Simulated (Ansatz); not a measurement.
Si$_{3}$NH$_{10}$Cl, closed shell: a trajectory.

Input (in.yaml):

```yaml
crystal:
  periodic: [false, false, false]
  atoms:
    - {symbol: Si, position_ang: [0.052802, -1.690002, -0.528381]}
    - {symbol: Cl, position_ang: [0.701458, 1.534191, -2.682513]}
    - {symbol: H, position_ang: [0.414160, 0.905128, -1.578156]}
    - {symbol: N, position_ang: [-0.025983, -0.057058, 0.100274]}
    - {symbol: Si, position_ang: [1.314807, 0.521059, 1.067657]}
    - {symbol: Si, position_ang: [-1.606546, 0.646625, 0.373507]}
    - {symbol: H, position_ang: [-0.735060, -2.624830, 0.317216]}
    - {symbol: H, position_ang: [-0.476282, -1.723560, -1.912712]}
    - {symbol: H, position_ang: [1.481894, -2.094821, -0.509093]}
    - {symbol: H, position_ang: [1.594075, -0.404382, 2.197127]}
    - {symbol: H, position_ang: [0.922089, 1.849017, 1.605478]}
    - {symbol: H, position_ang: [2.529428, 0.641229, 0.226063]}
    - {symbol: H, position_ang: [-2.573465, -0.124357, -0.449576]}
    - {symbol: H, position_ang: [-1.992228, 0.549398, 1.805946]}
    - {symbol: H, position_ang: [-1.601250, 2.072363, -0.032838]}
basis:
  gaussian: {orbitals: def2-SVP}
hamiltonian: {xc: pbe0, dispersion: d4}
md: {n_steps: 30, timestep: 0.25, temperature: 200, ensemble: nve, seed: 580, dt: 10, initial_velocities: maxwell_boltzmann}
```

Command:

```bash
ansatz run in.yaml --threads 4 --pin off --events-out ev --progress --plain --max-ram 46080MiB --backend cpu
```

The run's output (Ansatz 0.2.0):

```
Error: YAML parse error: error: line 22 column 79: unknown field `dt`, expected one of timestep, n_steps, ensemble, temperature, temperature_schedule, friction, pressure, stress_2d, fix_cell, beads, quantum_up_to, nose_hoover, initial_velocities, initial_site_velocities, seed, constraints, density_extrapolation, masses
  --> <input>:22:66
   |
20 | …rbitals: def2-SVP}
21 | …xc: pbe0, dispersion: d4}
22 | …30, timestep: 0.25, temperature: 200, ensemble: nve, seed: 580, dt: 10, initial_velocities: maxwell_boltzmann}
   |                                                                  ^ unknown field `dt`, expected one of timestep, n_steps, ensemble, temperature, temperature_schedule, friction, pressure, stress_2d, fix_cell, beads, quantum_up_to, nose_hoover, initial_velocities, initial_site_velocities, seed, constraints, density_extrapolation, masses
```

Hardware: 4 CPU threads of an AMD EPYC 7R13, shared host. Wall time 0.05 s; peak host memory 0.73 GiB.


The program refused the input. The block holds a key that the program does not know.